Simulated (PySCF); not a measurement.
Species: C₉H₁₈Ge.
Atom-mapped SMILES: `[CH2:1]=[CH:2][CH2:3][Ge:4]1([CH3:5])[CH2:6][CH2:7][CH2:8][CH2:9][CH2:10]1` (hydrogens: H11, H12 on C1; H13 on C2; H14, H15 on C3; H16, H17, H18 on C5; H19, H20 on C6; H21, H22 on C7; H23, H24 on C8; H25, H26 on C9; H27, H28 on C10)

Geometry (PBE0-D3(BJ)/def2-SVP, Å), atoms numbered from 1 in this order:
```
atom  x, y, z in Å
C1     3.6831   -0.7126    0.5897
C2     2.4738   -0.2458    0.9179
C3     1.6584    0.7077    0.1198
Ge4    0.2243   -0.2342   -0.8710
C5     1.0496   -1.4389   -2.1642
C6    -0.9524   -1.1694    0.3904
C7    -1.8550   -0.1785    1.1292
C8    -2.6837    0.7261    0.2149
C9    -1.8804    1.7222   -0.6238
C10   -0.9838    1.0811   -1.6859
H11    4.1978   -0.3748   -0.3161
H12    4.2020   -1.4434    1.2151
H13    2.0080   -0.6211    1.8389
H14    2.2744    1.2437   -0.6201
H15    1.1777    1.4601    0.7661
H16    1.7435   -2.1209   -1.6509
H17    1.6198   -0.8708   -2.9146
H18    0.2875   -2.0364   -2.6858
H19   -1.5674   -1.8787   -0.1910
H20   -0.3648   -1.7760    1.0978
H21   -2.5397   -0.7271    1.7993
H22   -1.2421    0.4590    1.7936
H23   -3.4008    1.2892    0.8348
H24   -3.2963    0.0971   -0.4581
H25   -1.2661    2.3405    0.0570
H26   -2.5818    2.4257   -1.1055
H27   -1.6015    0.5525   -2.4331
H28   -0.4141    1.8468   -2.2368
```

Theory: PySCF, PBE0-D3(BJ)/def2-SVP geometry optimisation, gas phase.

Masses are those of the commonest isotopes; rigid-rotor values at the optimised geometry. The values belong to one conformer with, in the numbering `[CH2:1]=[CH:2][CH2:3][Ge:4]1([CH3:5])[CH2:6][CH2:7][CH2:8][CH2:9][CH2:10]1`, C1–C2–C3–Ge4 102°, C2–C3–Ge4–C5 -64°, C3–Ge4–C6–C7 74°, Ge4–C6–C7–C8 55°, C6–C7–C8–C9 -66°, C7–C8–C9–C10 66°.

Question: Give the principal moments of inertia and the rotational constants in GHz.

Answer: Ia = 313.49, Ib = 727.19, Ic = 801.35 u·Å²; 505379 MHz·u·Å²/I gives 1612, 695.0 and 630.7 MHz, that is A = 1.6121, B = 0.6950, C = 0.6307 GHz.

Question: What kind of rotor is it?

Answer: An asymmetric top. Ray's parameter κ = (2B − A − C)/(A − C) = -0.869; −1 is the prolate and +1 the oblate limit.

Question: Is it planar, by Δ = Ic − Ia − Ib?

Answer: Not planar: Δ = Ic − Ia − Ib = -239.32 u·Å². For a rigid frame Δ = −2 Σ m c², so Σ m c² = 119.66 u·Å² lies off the ab plane: 33.56 from hydrogen and 86.10 from heavier atoms. The atom farthest from that plane is 2.21 Å away.

Question: Which lines would a microwave search look for?

Answer: The dipole components are |μa| = 0.68 D, |μb| = 0.26 D, |μc| = 0.06 D. Intensities carry the squares of the components, which stand as 1.00 : 0.15 : 0.01 (a : b : c). Some lines, for components of 0.1 D or more:

| type | branch | J(Ka,Kc) | MHz | lower level (cm⁻¹) |
| --- | --- | --- | --- | --- |
| a | Q | 3(1,2) ← 3(1,3) | 386 | 0.290 |
| b | Q | 1(1,0) ← 1(0,1) | 981 | 0.044 |
| b | Q | 3(1,2) ← 3(0,3) | 1156 | 0.265 |
| b | R | 3(1,2) ← 2(2,1) | 1320 | 0.259 |
| b | Q | 4(2,2) ← 4(1,3) | 2581 | 0.484 |
| a | R | 2(1,1) ← 1(1,0) | 2716 | 0.077 |
| b | R | 4(1,3) ← 3(2,2) | 2767 | 0.392 |
| b | Q | 2(2,1) ← 2(1,2) | 2944 | 0.161 |
| b | Q | 4(2,3) ← 4(1,4) | 3175 | 0.463 |
| a | R | 3(1,3) ← 2(1,2) | 3878 | 0.161 |
| a | R | 3(2,2) ← 2(2,1) | 3977 | 0.259 |
| a | R | 4(1,3) ← 3(1,2) | 5424 | 0.303 |
| b | R | 2(2,0) ← 1(1,1) | 5535 | 0.075 |
| b | R | 3(2,2) ← 2(1,1) | 6728 | 0.168 |
| b | R | 4(2,2) ← 3(1,3) | 8391 | 0.290 |
| b | R | 4(3,2) ← 3(2,1) | 10041 | 0.393 |

PBE0-D3(BJ)/def2-SVP frequencies: not computed here. These are rigid-rotor constants of the computed structure; measured ground-state constants (B0) also hold zero-point vibration. A rigid rotor knows nothing of internal rotation, which can split or shift real lines.
